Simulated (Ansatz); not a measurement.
Input for Ansatz (a quantum-chemistry and plane-wave program): R-CCSD(T)/cc-pVDZ on CH4GeO (SMILES C[O][GeH]), a point of a torsion scan. The run froze 16 orbitals, filled d shells among them.

Ansatz 0.2 input:
```yaml
crystal:
  periodic: [false, false, false]
  atoms:
    - {symbol: C, position_ang: [-0.88714911, -0.25176378, 0.09290990]}
    - {symbol: O, position_ang: [0.24908389, 0.55801507, -0.05760308]}
    - {symbol: Ge, position_ang: [1.83792838, 1.21026374, -0.05161939]}
    - {symbol: H, position_ang: [-0.72365009, -1.23655381, -0.35103644]}
    - {symbol: H, position_ang: [-1.73381882, 0.22754110, -0.40453465]}
    - {symbol: H, position_ang: [-1.11751217, -0.37030677, 1.15406914]}
    - {symbol: H, position_ang: [2.69191376, 0.02803800, -0.99999906]}
basis:
  gaussian:
    orbitals: cc-pVDZ
magnetization: {spin_polarized: false}
correlation: {method: ccsd_t, electrons: outside_noble_gas}
scf: {lower_state_search: off}
```

The log:

```
WARN ansatz: RAYON_NUM_THREADS=1 ignored (pool sized by the plan → 1); use --threads N
Functional definition: HF
these checks for a lower state are left out or cut short: stability, starts, cluster_reference, orbital_swaps, neighbouring_geometries, increment
integrals: 0.06 GiB planned
758 factors; integrals over basis functions are off by at most 1.3e-3 eV
mean field: 0.15 GiB planned
mean field evaluation 1: about -59600.6960 eV, gradient 2.9e1 eV
mean field evaluation 2: about -59600.7027 eV, gradient 2.9e1 eV
mean field evaluation 4: about -59602.6906 eV, gradient 2.9e0 eV
mean field evaluation 8: about -59602.7225 eV, gradient 2.1e-4 eV
mean field -59602.72250419 eV, -2190.3596518525 hartree, gradient 2.2e-6 eV, S^2 0.000000; 0 other end points of the search recorded, 0 dependent functions left out
16 core orbitals not correlated
reference -59602.72250419 eV, -2190.3596518525 hartree; 9, 9 occupied and 50, 50 virtual orbitals, 758 factors
second order -11.09036593 eV of doubles, -0.00000000 eV of singles
coupled cluster: 0.14 GiB planned
cycle   1  -11.57271850 eV  change   -4.8e-1 eV  update   1.0e-1
cycle   2  -11.95536125 eV  change   -3.8e-1 eV  update   3.6e-2
cycle   3  -12.09073422 eV  change   -1.4e-1 eV  update   2.3e-2
cycle   4  -12.08153259 eV  change    9.2e-3 eV  update   6.7e-3
cycle   5  -12.08026652 eV  change    1.3e-3 eV  update   3.1e-3
cycle   6  -12.08083164 eV  change   -5.7e-4 eV  update   1.1e-3
cycle   7  -12.08026688 eV  change    5.6e-4 eV  update   4.4e-4
cycle   8  -12.08031597 eV  change   -4.9e-5 eV  update   1.6e-4
cycle   9  -12.08039612 eV  change   -8.0e-5 eV  update   7.5e-5
cycle  10  -12.08035574 eV  change    4.0e-5 eV  update   4.3e-5
cycle  11  -12.08038290 eV  change   -2.7e-5 eV  update   2.4e-5
cycle  12  -12.08038521 eV  change   -2.3e-6 eV  update   8.8e-6
perturbative correction -0.32918709 eV, -0.0120974023 hartree
Total energy: -59615.13207649 eV, -2190.8156952230 hartree
Checks for a lower state left out: stability, starts, cluster_reference, orbital_swaps, neighbouring_geometries, increment
```

The run converged.

Cost: very roughly 1.8 core-seconds.
